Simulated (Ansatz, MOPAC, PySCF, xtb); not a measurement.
Noncovalent pair: N2 (SMILES N#N) (first 2 atoms) with GeH4 (SMILES [GeH4]); geometry from B3LYP-D3(BJ)/def2-TZVP, rigid monomers moved along the line of their centres of mass till N2···Ge3 is 3.24 Å.
(charge 0, multiplicity 1):
| atom | x (Å) | y (Å) | z (Å) |
|---|---|---|---|
| N | -0.2136 | -0.0766 | -1.1125 |
| N | -0.5000 | 0.3781 | -0.1633 |
| Ge | 0.0971 | -0.0403 | 2.9976 |
| H | 0.4752 | -0.3617 | 4.4519 |
| H | -0.5837 | -1.2635 | 2.3663 |
| H | 1.3670 | 0.3025 | 2.2051 |
| H | -0.8650 | 1.1553 | 2.9698 |

Monomers are frozen at their geometry in the pair; levels with a basis set take the counterpoise correction.

Cores are frozen in the correlated methods. Filled d and f shells under p-block atoms count as core. CBS(a, b) extrapolates the correlation energy as X⁻³ and adds the Hartree–Fock energy of set b. The state that PM6 reach isn't checked.

Programs: Ansatz (Gaussian orbitals); MOPAC for PM6 (differences of heats of formation); PySCF for the dispersion terms; xtb for the GFN methods. 

The comparison value is -0.15 kcal/mol (CCSD(T)/CBS(aug-cc-pVDZ, aug-cc-pVTZ)). It is a level with limits of its own, not the exact answer.

Question: Order these levels by how close they come to the comparison value for the interaction energy, closest first: PM6, r2SCAN-D3(BJ)/def2-TZVPPD, GFN2-xTB, B3LYP/def2-TZVPPD, GFN1-xTB. Give each level's value less the comparison value.

Answer: r2SCAN-D3(BJ)/def2-TZVPPD (0.13 kcal/mol), PM6 (0.62 kcal/mol), B3LYP/def2-TZVPPD (1.34 kcal/mol), GFN2-xTB (-4.39 kcal/mol), GFN1-xTB (-10.38 kcal/mol)

Ansatz is a program for electronic structure.
